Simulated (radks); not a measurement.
Spin polarisation of the 6p1 shell in Pb+. Start: [Hg] 6p(up 0.5, down 0.5); electrons of 6p are moved from spin down to spin up, other shells keep equal spins. Method: scalar-relativistic Kohn-Sham, LDA (Slater exchange, Perdew-Wang correlation), spin-polarised, spherical densities, point nucleus; computed with a radial shooting solver on a logarithmic mesh with Libxc functionals.

moment (Bohr magnetons)	E - E(0) (eV)	e(6p up) (eV)	e(6p down) (eV)	6s down minus up (eV)	5d down minus up (eV)
0	0.000	-10.147	-10.147	0.000	0.000
0.25	-0.010	-10.222	-10.067	0.130	0.031
0.5	-0.039	-10.292	-9.981	0.260	0.063
0.75	-0.088	-10.358	-9.887	0.392	0.094
1	-0.157	-10.420	-9.787	0.525	0.126

At moment 1 the spin-polarisation energy is -0.157 eV and the 6p exchange splitting 0.633 eV, that is 0.633 eV per Bohr magneton; E = -I m^2/4 would give I = 0.627 eV.
